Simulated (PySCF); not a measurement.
Molfile (atoms numbered from 1):
```
C5H7F3O
     RDKit          3D

 16 16  0  0  0  0  0  0  0  0999 V2000
    1.9223   -0.7887    0.1948 C   0  0  0  0  0  0  0  0  0  0  0  0
    0.7416   -0.5249    0.9148 O   0  0  0  0  0  0  0  0  0  0  0  0
   -0.3013    0.0269    0.2055 C   0  0  0  0  0  0  0  0  0  0  0  0
   -1.0836   -0.9694   -0.6162 C   0  0  0  0  0  0  0  0  0  0  0  0
   -1.5430   -1.9673    0.1347 F   0  0  0  0  0  0  0  0  0  0  0  0
   -2.1327   -0.3900   -1.2126 F   0  0  0  0  0  0  0  0  0  0  0  0
   -0.3321   -1.5148   -1.5839 F   0  0  0  0  0  0  0  0  0  0  0  0
   -0.1961    1.4394   -0.2914 C   0  0  0  0  0  0  0  0  0  0  0  0
   -1.0620    1.1117    0.8913 C   0  0  0  0  0  0  0  0  0  0  0  0
    2.2296    0.0810   -0.4129 H   0  0  0  0  0  0  0  0  0  0  0  0
    2.7050   -0.9967    0.9364 H   0  0  0  0  0  0  0  0  0  0  0  0
    1.8205   -1.6609   -0.4702 H   0  0  0  0  0  0  0  0  0  0  0  0
   -0.6818    1.7013   -1.2344 H   0  0  0  0  0  0  0  0  0  0  0  0
    0.7544    1.9432   -0.1015 H   0  0  0  0  0  0  0  0  0  0  0  0
   -0.6887    1.3700    1.8841 H   0  0  0  0  0  0  0  0  0  0  0  0
   -2.1463    1.1451    0.7668 H   0  0  0  0  0  0  0  0  0  0  0  0
  1  2  1  0
  2  3  1  0
  3  4  1  0
  4  5  1  0
  4  6  1  0
  4  7  1  0
  3  8  1  0
  8  9  1  0
  9  3  1  0
  1 10  1  0
  1 11  1  0
  1 12  1  0
  8 13  1  0
  8 14  1  0
  9 15  1  0
  9 16  1  0
M  END
```

Non-relativistic Hamiltonian, single conformer, averaged over atoms made equivalent by symmetry, fast rotation or ring inversion, gas phase. Coordinates at the PBE0-D3(BJ)/def2-SVP level; shielding tensors at PBE0/pcSseg-1 (GIAO); PySCF 2.14.

Scale: ¹³C and ¹H vs TMS; ¹⁷O vs H2O; CFCl3 for ¹⁹F (reference shieldings calculated alike).

| atoms | nucleus | count | Hirshfeld charge | δ (ppm) |
| --- | --- | --- | --- | --- |
| C8/C9 | ¹³C | 2 | -0.09 | 11.9 |
| C3 | ¹³C | 1 | 0.04 | ? |
| H10/H11/H12 | ¹H | 3 | 0.04 | ? |
| F5/F6/F7 | ¹⁹F | 3 | -0.09 | -85.8 |
| H14/H15 | ¹H | 2 | 0.06 | 0.88 |
| C4 | ¹³C | 1 | 0.25 | 131.2 |
| H13/H16 | ¹H | 2 | 0.05 | 0.95 |
| C1 | ¹³C | 1 | -0.04 | 57.5 |
| O2 | ¹⁷O | 1 | -0.13 | ? |

Question: Fill in the missing shifts.

Answer: 
- C3: 59.7 ppm, three-membered-ring carbon; the inductive effect lowers its shielding
- H10/H11/H12: 3.33 ppm, hydrogen on a methyl carbon bonded to O; its carbon carries O, which withdraws density
- O2: 23.3 ppm, ether oxygen

Shifts are as computed. Against solution values, carbons near 30 ppm lie about +2 ppm off and those near 130 ppm about +5 ppm. Of 1313 compounds with measured shifts, 239 miss one by over three times the rms of a fit or turn the order of signals round; such compounds aren't used in these exercises. Unscaled 19F shifts against computed CFCl3 carry errors that often reach 10 to 50 ppm. Experimental scales use liquid or dissolved standards, which lie at an offset from isolated H2O (liquid H2O: subtract about 36 ppm).
